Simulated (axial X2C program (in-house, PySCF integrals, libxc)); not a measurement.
# Low determinants of CaF at the PBE0 level, scalar-relativistic

All values were computed with an axial X2C code built on PySCF integrals. Spin-free means the one-electron spin-free X2C Hamiltonian. Basis: Ca dyall-cv3z [11s12p6d4f], F dyall-av3z [7s6p3d2f] (cores contracted in-house); Gaussian nuclei, density fitting, unrestricted open shells. Masses: Ca 39.963 u, F 18.998 u.

Search at 1.941 Å (vertical energies from the lowest determinant):

```csv
ΔE (eV),state,electrons beyond evenly filled partner blocks,"electrons in σ, π, δ, φ"
0.00,"M_S = 1/2, Λ = 0",σα,17 12 0 0
1.90,"M_S = 1/2, Λ = 1",π+α,16 13 0 0
2.78,"M_S = 1/2, Λ = 2",δ+α,16 12 1 0
7.16,"M_S = 1/2, Λ = 1","π+α, π+β, π-α",18 11 0 0
8.58,"M_S = 3/2, Λ = 2","σα, 2 × π+α, π+β, π-α",17 12 0 0
```

Lowest determinant, M_S = 1/2, Λ = 0 (beyond evenly filled blocks: σα): Re = 1.938 Å, ωe = 595.5 cm⁻¹.

The determinant in row 2 of the search, M_S = 1/2, Λ = 1 (beyond evenly filled blocks: π+α), was followed along the bond at PBE0; measured from the minimum of the lowest determinant it gives:

Te = 1.897 eV (15296 cm⁻¹), Re = 1.929 Å, ωe = 591.0 cm⁻¹.

Q: Compare the bond of the determinant in row 2 with that of the lowest one.

A: At PBE0 its Re is 0.009 Å shorter and its force constant, which goes as ωe², is 0.98 times that of the lowest determinant. T0 ≈ Te + Δωe/2 = 15296 + (-2) = 15294 cm⁻¹.

The search compares states at one distance, so a state with another bond length can lie lower; it is not exhaustive and yields mostly the lowest determinant of each block pattern, so other components and higher states of one pattern are missing. These are energies of single determinants, not of spin-adapted states; PBE0 term energies can be off by some tenths of an eV, and the functional has no current term.
